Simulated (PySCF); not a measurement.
Compound: C6H7Al.
Bonds: Al1–C2, C2–C3 (aromatic), C3–C4 (aromatic), C4–C5 (aromatic), C5–C6 (aromatic), C6–C7 (aromatic), C2–C7 (aromatic). Hydrogens: H8, H9 on Al1; H10 on C3; H11 on C4; H12 on C5; H13 on C6; H14 on C7.

Level: wB97X-D/def2-SVPD in PySCF, non-relativistic, on one gas-phase PBE0-D3(BJ)/def2-SVP geometry that isn't relaxed in the solvent. The solvent is an IEF-PCM continuum (van der Waals radii × 1.2), and excitations are vertical TDDFT with non-equilibrium linear response and a frozen core. Only the electrostatic response of the medium enters.

Gas-phase singlets (H = HOMO, L = LUMO):

| state | E (eV) | λ (nm) | f | leading configurations |
| --- | --- | --- | --- | --- |
| S1 | 5.071 | 245 | 0.008 | H→L 69%, H-1→L+1 22%, H→L+3 9% |
| S2 | 5.165 | 240 | 0.001 | H-2→L 98% |
| S3 | 5.432 | 228 | 0.220 | H-1→L 92% |
| S4 | 5.537 | 224 | 0.000 | H-3→L 93% |
| S5 | 6.339 | 196 | 0.079 | H-1→L+1 51%, H→L 30%, H→L+3 16% |

**Question.** Give the list for dichloromethane (ε = 8.93), n² = 2.03.

**Answer.** 
```tsv
state	E (eV)	λ (nm)	f	leading configurations	change by rank (eV)
S1	5.155	241	0.011	H→L 65%, H-1→L+1 25%, H→L+3 9%	+0.084
S2	5.322	233	0.000	H-2→L 97%	+0.157
S3	5.508	225	0.300	H-1→L 91%	+0.076
S4	5.783	214	0.000	H-3→L 90%, H-3→L+3 10%	+0.246
S5	6.416	193	0.224	H-1→L+1 60%, H→L 32%	+0.077
```

**Question.** What are the lowest 5 singlets in water (ε = 78.36)?

**Answer.** 
```tsv
state	E (eV)	λ (nm)	f	leading configurations	change by rank (eV)
S1	5.176	240	0.009	H→L 64%, H-1→L+1 26%, H→L+3 9%	+0.105
S2	5.357	231	0.000	H-2→L 97%	+0.192
S3	5.554	223	0.276	H-1→L 90%	+0.122
S4	5.850	212	0.000	H-3→L 89%, H-3→L+3 10%	+0.313
S5	6.426	193	0.000	H-2→L+1 96%	+0.087
```

**Question.** The ground-state energy changes by -0.235 eV from gas to water. By how much does the total energy of gas-phase S1 change?

**Answer.** E(S1) = E(S0) + excitation energy, so it changes by -0.235 + 0.105 = -0.130 eV: it is lowered less than the ground state, which is what a blue shift means. This is the vertical state, with the slow part of the continuum still set for S0.

**Question.** How do the frontier levels move from gas to water?

**Answer.** 
```tsv
orbital	gas (eV)	solvent (eV)	change (eV)
LUMO+2	1.73	1.86	+0.13
LUMO+1	1.32	1.39	+0.07
LUMO	-0.02	0.30	+0.32
HOMO	-9.18	-9.15	+0.03
HOMO-1	-9.23	-9.18	+0.05
HOMO-2	-9.93	-9.83	+0.10
HOMO-3	-10.34	-10.32	+0.02
```

The HOMO–LUMO gap goes from 9.16 to 9.44 eV.

wB97X-D is run here without its empirical dispersion term; that term would change no orbital, density or response property at a fixed geometry.
